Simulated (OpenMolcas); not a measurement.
## Levels of Cu VI by method

```json
{
 "Program": "OpenMolcas",
 "Basis": "ANO-R1 [5s3p2d1f]",
 "Scalar Hamiltonian": "X2C, finite nucleus",
 "Active space": "6 electrons in 5 orbitals (3d)",
 "State averaging": "2S+1 = 5 even, 5 roots; 2S+1 = 3 even, 45 roots; 2S+1 = 1 even, 50 roots",
 "Spin-orbit coupling": "state interaction with AMFI integrals over the reference wave functions, term energies averaged over their components"
}
```

Methods on the same reference wave functions:
A. CASSCF
B. SS-CASPT2, IPEA 0.25 Eh, imaginary shift 0.1 Eh (closed shells correlated: 3s 3p)
C. MS-CASPT2, IPEA 0.25 Eh, imaginary shift 0.1 Eh (closed shells correlated: 3s 3p)

Energies in cm-1 above 3d6 5D4, the measured ground level; measured values from Sugar and Musgrove, J. Phys. Chem. Ref. Data 19, 527 (1990).

```csv
Level,A,B,C,Measured
3d6 5D4,0.0,0.0,0.0,0.0
3d6 5D3,1206,1212,1213,1196
3d6 5D2,2024,2020,2020,1987
3d6 5D1,2545,2530,2530,2490
3d6 5D0,2799,2780,2780,2733
3d6 3H6,32850,32300,32300,30418
3d6 3H5,33411,32810,32810,31009
3d6 3H4,33765,32990,32980,31288
3d6 3P2(1),35556,30050,30050,29285
3d6 3F4(1),37438,34320,34300,32756
3d6 3F3(1),38131,34800,34800,33296
3d6 3F2(1),38676,35230,35240,33740
3d6 3P1(1),39069,33570,33570,32685
3d6 3P0(1),40341,34860,34850,33868
3d6 3G5,41524,39750,39750,37378
3d6 3G4,42719,40820,40820,38469
3d6 3G3,43128,41210,41220,38907
3d6 1I6,49741,49250,49250,46406
3d6 1G4(1),52753,50270,50260,47612
3d6 3D2,53542,49550,49550,46714
3d6 3D1,53550,49640,49640,46848
3d6 3D3,53901,49990,49990,47119
3d6 1S0(1),61130,56300,56220,53787
3d6 1D2(1),65122,57780,57770,54747
```

Deviations, from unrounded energies. A percentage is the sum of absolute deviations over the sum of measured energies, with the sign that they share, or ± where signs differ.

| Against measurement | Levels | A | B | C |
| --- | --- | --- | --- | --- |
| mean absolute deviation (cm-1) | 23 | 4400 | 1700 | 1700 |
| fine structure of the ground term (%) | 4 | +2.0 | +1.6 | +1.6 |
| other terms of the ground configuration (%) | 19 | +13.4 | +5.2 | +5.2 |

B, C lie about equally close to measurement and A furthest from it. The largest miss of C in the table is 3d6 1D2(1), by +3000 cm-1. The ranking rests on the paired levels alone, and a cruder setting can come out closer through cancelling errors.

Between B and C the level of the table that moves most is 3d6 1S0(1), by 79 cm-1 (lowest in C, highest in B). Moves below CASPT2's spread within the term are not significant.

The two smallest mean deviations differ by little beside CASPT2's spread within terms, so their order carries little weight.

From A to B the spin-free energies of the other terms of 3d6 shown, above 5D, scale by factors of 0.85 to 0.99.

The lowest spin-free term lies below A's lowest term by 0.241 hartree in B, 0.241 hartree in C.

CASPT2 does not keep the components of a term degenerate, so their means are used; among the terms shown or strongly mixed into the levels shown the widest spread is 840 cm-1 (3d6 1I, C). The basis is small and was not contracted for so high a charge. The CASPT2 spread within a term exceeds the gap to the next term for 3d6 1G(1) and 3d6 3D, so the order of their levels is uncertain (figures for B; the like holds for C). Without dynamic correlation excited terms often stand tens of per cent too high (terms of higher spin than the ground term too low), and those without a measured partner can miss by more than the paired ones (holds for A). Some levels mix across a computed gap that differs much from the measured one, so their mixing is not that of the real levels (holds for A). Computed and measured levels are paired by configuration, term and J; levels that our copy of the source lacks, or whose pairing is in doubt (as where it misses far off the trend of its configuration), stay unpaired and out of the deviations. Only configurations of the active space appear. Levels that lie high or do not pair safely by name in every column are left out.

A number in round brackets counts repeated terms of one configuration in the order of the reference energies.
